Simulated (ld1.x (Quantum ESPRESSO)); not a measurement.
**u(r) = r·R(r): atom against pseudo-atom (C (Z = 6))**

Columns: radius, all-electron u(r) and pseudo u(r) of the 2s shell (level -16.34 eV) of carbon in the configuration [He] 2s2 2p1.75; LDA (PZ), scalar-relativistic, ultrasoft scheme, ld1.x (Quantum ESPRESSO) 7.5.

```tsv
r (bohr)	all-electron	pseudo
0.090	0.3249	-0.1162
0.180	0.3393	-0.2295
0.270	0.2148	-0.3375
0.360	0.0383	-0.4376
0.450	-0.1456	-0.5281
0.540	-0.3151	-0.6073
0.630	-0.4607	-0.6745
0.720	-0.5793	-0.7292
0.810	-0.6712	-0.7714
0.900	-0.7386	-0.8019
0.990	-0.7842	-0.8214
1.080	-0.8114	-0.8310
1.170	-0.8231	-0.8319
1.260	-0.8223	-0.8252
1.350	-0.8114	-0.8120
1.440	-0.7928	-0.7928
1.530	-0.7683	-0.7683
1.620	-0.7396	-0.7396
1.710	-0.7077	-0.7077
1.800	-0.6740	-0.6740
1.890	-0.6391	-0.6391
1.980	-0.6038	-0.6038
2.070	-0.5686	-0.5686
2.160	-0.5339	-0.5339
2.250	-0.5002	-0.5002
2.340	-0.4675	-0.4675
```

Problem. How many radial nodes do the two functions have?

Solution. The all-electron 2s function has n − l − 1 = 1; the pseudo-wave has 0, since the states of the same l below it are removed with the core.

Problem. At about which radius was the pseudo-wave matched?

Solution. 1.45 bohr, where the columns begin to agree (steps of 0.09 bohr).

Problem. Where does each function peak?

Solution. Outermost all-electron maximum near 1.17 bohr, pseudo maximum near 1.17 bohr (to the table’s step).

Problem. Is the pseudo-wave norm-conserving?

Solution. No, it belongs to an ultrasoft set: the norm inside the radius is not constrained, and the difference is carried by the augmentation charge.
